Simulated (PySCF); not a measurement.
Computed IR spectrum (relative IR intensity) of a molecule C4H11NSi. Geometry: B3LYP-D3(BJ)/def2-SVP. The values are those of a single conformer. Level of theory: B3LYP-D3(BJ)/def2-SVP (PySCF). Frequencies are harmonic and unscaled.

Lines under 2 % of the strongest are left out, and lines within 2 cm⁻¹ are merged.

ν (cm⁻¹): 209 (vw), 255 (w), 293 (w), 323 (w), 373 (s), 434 (s), 634 (w), 674 (w), 713 (w), 717 (vw), 792 (vw), 821 (w), 874 (s), 891 (vs), 916 (s), 951 (w), 1021 (w), 1088 (w), 1239 (vw), 1268 (w), 1434 (vw), 1451 (vw), 1453 (w), 1546 (m), 1698 (m), 2196 (vs), 3011 (w), 3026 (vw), 3071 (w), 3093 (w), 3099 (vw), 3112 (w), 3120 (m), 3126 (w), 3563 (w), 3653 (w) (against the strongest line: vs over 80 %, s over 45 %, m over 15 %, w over 4 %, vw less)

### Question
Which structure fits?
(A) C[C@@H]1N[C@H](C)[SiH2]1
(B) C=C[SiH2]N(C)C
(C) C/C=C/[Si@H](C)N
(D) NC[SiH2]C1CC1

### Answer
C, C/C=C/[Si@H](C)N
